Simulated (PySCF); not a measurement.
Which level of theory gave which numbers?

Species: AlMe2(NHtBu), C₆H₁₆AlN.
Geometry (PBE0-D3(BJ)/def2-SVP, Å), atoms numbered from 1 in this order:
```
atom  x, y, z in Å
Al1    1.082    1.103    0.674
C2     2.441    1.268    2.077
H3     2.441    0.421    2.782
H4     2.295    2.191    2.665
H5     3.454    1.334    1.645
C6     0.645    2.596   -0.519
H7     0.632    3.550    0.034
H8    -0.326    2.492   -1.028
H9     1.413    2.706   -1.306
N10    0.276   -0.490    0.545
C11   -0.760   -1.019   -0.340
C12   -0.353   -0.809   -1.803
C13   -0.921   -2.516   -0.078
C14   -2.097   -0.314   -0.076
H15    0.544   -1.172    1.249
H16   -1.120   -1.194   -2.494
H17   -0.215    0.262   -2.020
H18    0.596   -1.324   -2.011
H19    0.029   -3.044   -0.260
H20   -1.688   -2.957   -0.732
H21   -1.222   -2.697    0.967
H22   -2.005    0.768   -0.259
H23   -2.400   -0.455    0.973
H24   -2.899   -0.700   -0.725
```

The closed-shell ground state was solved 3 times with PySCF (density fitting, gas phase), always in the pcSseg-1 (pcSseg-2 on Al) basis (242 functions), with these functionals: B3LYP, PBE and PBE0.

```csv
row,total energy (Eh),HOMO (eV),LUMO (eV),dipole (D)
P,-534.9365,-5.24,-0.51,0.69
Q,-535.5236,-6.30,0.04,0.67
R,-535.0098,-6.52,0.24,0.63
```

Which functional belongs to which row?

P = PBE, Q = B3LYP, R = PBE0. By rising HOMO–LUMO gap: PBE (GGA) 4.73 eV; B3LYP (global hybrid, 20 % exact exchange) 6.34 eV; PBE0 (global hybrid, 25 % exact exchange) 6.76 eV. Total energies of different functionals aren't bounds to one another; each is stationary for its own functional.
